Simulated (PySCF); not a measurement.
C2H9NSi, SMILES CN(C)[SiH3].

Coordinates come from a B3LYP-D3(BJ)/def2-SVP optimisation.

Level of theory: TDDFT-M06-2X/def2-SVPD (PySCF).

Vertical excitations. Gas-phase values at a fixed geometry. State labels are in the subgroup Cs.

```json
[
 {"state": "S1", "symmetry": "A'", "energy (eV)": "5.73", "λ (nm)": "216", "f": "0.008", "main pairs": "HOMO→LUMO 73 %, HOMO→LUMO+1 20 %"},
 {"state": "S2", "symmetry": "A'", "energy (eV)": "6.50", "λ (nm)": "191", "f": "0.045", "main pairs": "HOMO→LUMO+1 59 %, HOMO→LUMO 25 %, HOMO→LUMO+3 12 %"},
 {"state": "S3", "symmetry": "A\"", "energy (eV)": "6.68", "λ (nm)": "186", "f": "0.002", "main pairs": "HOMO→LUMO+2 74 %, HOMO→LUMO+4 21 %"},
 {"state": "S4", "symmetry": "A'", "energy (eV)": "7.20", "λ (nm)": "172", "f": "0.005", "main pairs": "HOMO→LUMO+3 79 %, HOMO→LUMO+1 15 %"},
 {"state": "S5", "symmetry": "A'", "energy (eV)": "7.31", "λ (nm)": "170", "f": "0.031", "main pairs": "HOMO→LUMO+5 94 %"},
 {"state": "S6", "symmetry": "A\"", "energy (eV)": "7.38", "λ (nm)": "168", "f": "0.000", "main pairs": "HOMO→LUMO+4 76 %, HOMO→LUMO+2 22 %"},
 {"state": "S7", "symmetry": "A'", "energy (eV)": "8.00", "λ (nm)": "155", "f": "0.069", "main pairs": "HOMO→LUMO+6 71 %, HOMO→LUMO+7 23 %"},
 {"state": "S8", "symmetry": "A'", "energy (eV)": "8.23", "λ (nm)": "151", "f": "0.083", "main pairs": "HOMO→LUMO+7 67 %, HOMO→LUMO+6 23 %"},
 {"state": "S9", "symmetry": "A\"", "energy (eV)": "8.44", "λ (nm)": "147", "f": "0.003", "main pairs": "HOMO→LUMO+8 88 %"},
 {"state": "S10", "symmetry": "A'", "energy (eV)": "8.64", "λ (nm)": "143", "f": "0.007", "main pairs": "HOMO→LUMO+9 40 %, HOMO−2→LUMO+1 18 %, HOMO−2→LUMO 17 %, HOMO→LUMO+11 7 %"},
 {"state": "T1", "symmetry": "A'", "energy (eV)": "5.56", "λ (nm)": "223", "f": "0", "main pairs": "HOMO→LUMO 54 %, HOMO→LUMO+1 32 %"},
 {"state": "T2", "symmetry": "A'", "energy (eV)": "6.35", "λ (nm)": "195", "f": "0", "main pairs": "HOMO→LUMO+1 43 %, HOMO→LUMO 42 %, HOMO→LUMO+3 7 %"},
 {"state": "T3", "symmetry": "A\"", "energy (eV)": "6.56", "λ (nm)": "189", "f": "0", "main pairs": "HOMO→LUMO+2 66 %, HOMO→LUMO+4 28 %"},
 {"state": "T4", "symmetry": "A'", "energy (eV)": "6.92", "λ (nm)": "179", "f": "0", "main pairs": "HOMO→LUMO+5 78 %"}
]
```
Triplets are in the Tamm–Dancoff approximation, which puts them higher than full response would, so one can lie above its singlet here.
